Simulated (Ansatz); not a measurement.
The cluster Hf₂O₅H₂. Total charge 0; triplet. Geometry r2SCAN-D4/def2-SVP, that of the neutral singlet; atoms count from 1.

Cartesian coordinates in Å:
```
Hf -1.422 0.646 -0.917
Hf 0.989 -0.889 -0.024
O -2.978 1.900 -1.100
O 0.561 0.737 -1.060
O 2.048 -0.751 1.595
O -0.978 -1.009 0.096
O -2.177 2.040 0.178
H 2.371 -0.468 2.453
H 1.586 -2.207 -1.219
```

In the def2 sets Hf takes a core potential; there is no spin–orbit coupling. The structure holds one bond between oxygen atoms, so isomers without such links may lie far lower. At PBE0-D4/def2-TZVP a singlet of charge 0 lies 2.86 eV below the triplet at the same geometry. The structure comes from a short search, and lower isomers may exist.

**Question.** Estimate the Mulliken populations from the PBE0/def2-TZVP orbitals of Ansatz.

**Answer.** 
| atom | charge (e) | spin (α − β) | d electrons |
| --- | --- | --- | --- |
| Hf1 | 0.99 | 0.87 | 1.78 |
| Hf2 | 1.25 | 0.01 | 1.72 |
| O3 | -0.11 | 0.52 | – |
| O4 | -0.67 | 0.00 | – |
| O5 | -0.71 | 0.00 | – |
| O6 | -0.67 | 0.00 | – |
| O7 | -0.20 | 0.61 | – |
| H8 | 0.33 | 0.00 | – |
| H9 | -0.21 | 0.00 | – |
Mulliken values and Mayer orders depend strongly on the basis.

**Question.** Where does the spin sit?

**Answer.** Summed by element: Hf 0.88, O 1.12, H 0.00, of 2 unpaired in all. Largest on single atoms: Hf1 0.87, O7 0.61, O3 0.52.

**Question.** And the Mayer bond orders between bonded heavy atoms (over 0.3)?

**Answer.** Hf1–O3 0.68 (2.01 Å); Hf1–O4 1.04 (1.99 Å); Hf1–O6 1.03 (1.99 Å); Hf1–O7 0.86 (1.93 Å); Hf2–O4 1.02 (1.97 Å); Hf2–O5 1.02 (1.94 Å); Hf2–O6 1.02 (1.97 Å); O3–O7 1.16 (1.51 Å).
